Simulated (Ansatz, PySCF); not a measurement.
Isomers of GeH6OSi: 1 is [SiH3][O][GeH3], 2 is O[SiH2][GeH3]; one conformer of each (the lowest of an xTB search), B3LYP-D3(BJ)/def2-TZVP minima.
Isomer 1 (charge 0, multiplicity 1, Z-matrix in Å and degrees):
```
O
Si 1 1.6364
H 2 1.4793 1 108.19
H 2 1.4852 3 109.34 1 -120.99
Ge 1 1.7852 2 135.72 3 179.62
H 2 1.4853 3 109.34 4 -118.03
H 5 1.5329 1 105.41 2 -179.50
H 5 1.5388 7 111.82 1 117.41
H 5 1.5389 7 111.85 8 125.15
```
Isomer 2 (charge 0, multiplicity 1):
```xyz
9

O     -1.589     0.922    -0.664
Si    -0.868    -0.332     0.144
Ge     1.480     0.068     0.056
H     -2.548     0.934    -0.731
H     -1.331    -0.401     1.555
H     -1.197    -1.638    -0.486
H      1.984     0.106    -1.398
H      1.843     1.403     0.732
H      2.227    -1.060     0.793
```

No zero-point or thermal terms.

Rows in 6-31G* carry no dispersion term and start afresh at each structure (6-31G* with six Cartesian d functions); the Pople sets are all-electron and without relativity.

The values were computed with Ansatz (Gaussian basis) for Hartree–Fock, density functionals and correlated methods; PySCF for 6-31G* rows, M06-2X. 

Predict the electronic energy of isomer 2 less that of isomer 1 from M06-2X/6-31G*.

11.7 kcal/mol

Estimate the electronic energy of isomer 2 less that of isomer 1 that M06-2X/def2-TZVPP returns for this input.

11.0 kcal/mol

What is the computed electronic energy of isomer 2 less that of isomer 1 (wB97M-V/def2-TZVPP)?

6.0 kcal/mol

Ansatz is an electronic-structure program.
